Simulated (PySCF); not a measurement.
# Oxygen: a sound run and one with changed settings

Sound run: O⁺ [He] 2s2 2p3, O²⁺ [He] 2s2 2p2. Calculation: PySCF 2.14, in aug-cc-pVDZ-DK; scalar relativity by spin-free X2C-1e. The sound run starts from symmetry-adapted Hartree-Fock orbitals and uses a fine grid where one is needed.

Changed run: radial step 1.2 in ln r (0.13 in the sound run). This setting is unsound on purpose.

```json
{"species": "O⁺", "method": "UHF", "sound run (hartree)": "-74.40588", "changed run (hartree)": "-74.40588", "converged": "yes"}
{"species": "O⁺", "method": "M06-2X", "sound run (hartree)": "-74.59985", "changed run (hartree)": "-74.68830", "converged": "yes"}
{"species": "O⁺", "method": "MN15", "sound run (hartree)": "-74.56104", "changed run (hartree)": "-74.64427", "converged": "yes"}
{"species": "O²⁺", "method": "UHF", "sound run (hartree)": "-73.13623", "changed run (hartree)": "-73.13623", "converged": "yes"}
{"species": "O²⁺", "method": "M06-2X", "sound run (hartree)": "-73.30821", "changed run (hartree)": "-73.43615", "converged": "yes"}
{"species": "O²⁺", "method": "MN15", "sound run (hartree)": "-73.26539", "changed run (hartree)": "-73.42490", "converged": "yes"}
```

Ionisation energy of O⁺:

```json
{"method": "UHF", "sound run (eV)": "34.549", "changed run (eV)": "34.549"}
{"method": "M06-2X", "sound run (eV)": "35.147", "changed run (eV)": "34.073"}
{"method": "MN15", "sound run (eV)": "35.256", "changed run (eV)": "33.181"}
```

A coarse radial grid mis-integrates the density and the exchange-correlation energy, with errors of either sign; Hartree-Fock needs no grid.

For comparison, NIST gives 35.121 eV between the lowest levels.
